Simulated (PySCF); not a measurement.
**Ru²³⁺ (ruthenium, charge +23) across methods**

[Ar] 3d3, high-spin 4F determinant. Computed with PySCF 2.14 in an even-tempered Gaussian basis (19 s from 2.5 bohr⁻², ratio 2.5; 12 p from 3.2 bohr⁻², ratio 2.5; 8 d from 3.2 bohr⁻², ratio 2.5; 4 f from 12 bohr⁻², ratio 2.7; 3 g from 19 bohr⁻², ratio 2.7), with the spin-free X2C one-electron Hamiltonian (Gaussian nucleus).

| method | E (hartree) | mean ε 3p α (eV) | mean ε 3p β (eV) | mean ε 3d α (eV) | Σ⟨r²⟩ (bohr²) | ⟨S²⟩ |
| --- | --- | --- | --- | --- | --- | --- |
| M06-L | -4215.87 | -1240.6 | -1229.5 | -1087.0 | 1.800 | 3.750 |
| UHF | -4214.70520 | -1277.0 | -1255.6 | -1119.3 | 1.803 | 3.751 |
| M06 | -4215.93 | -1246.7 | -1235.1 | -1092.8 | 1.801 | 3.750 |
| r2SCAN | -4215.89 | -1240.2 | -1229.1 | -1087.5 | 1.802 | 3.750 |
| PBE0 | -4215.54 | -1246.4 | -1234.3 | -1093.0 | 1.802 | 3.750 |
| PBE | -4215.48 | -1235.6 | -1226.4 | -1083.8 | 1.803 | 3.750 |
| LDA | -4210.58 | -1235.0 | -1225.9 | -1083.1 | 1.804 | 3.750 |

Spin-orbit coupling, absent here, splits the open shell strongly.
